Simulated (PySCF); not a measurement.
C₂Ti, SMILES [C]1[C][Ti]1 (connectivity only; charge and spin as stated), neutral, multiplicity 3. Atoms are numbered in the order given.

```xyz
3

Ti     0.0000     0.0000    -0.6627
C      0.0000     0.6417     1.2149
C      0.0000    -0.6417     1.2149
```
Charge 0, spin multiplicity 3.

The structure is a stationary point at B3LYP-D3(BJ)/def2-TZVP. The spin state was assumed, not searched.

Computed with r2SCAN/def2-TZVPD run with PySCF.

Mulliken values depend strongly on the basis, most of all with diffuse functions as here. Atomic charges (e):

```json
[
 {"atom": "Ti1", "meta-Löwdin": "0.71", "Mulliken": "0.68", "Mulliken spin": "2.08"},
 {"atom": "C2", "meta-Löwdin": "-0.36", "Mulliken": "-0.34", "Mulliken spin": "-0.04"},
 {"atom": "C3", "meta-Löwdin": "-0.36", "Mulliken": "-0.34", "Mulliken spin": "-0.04"}
]
```
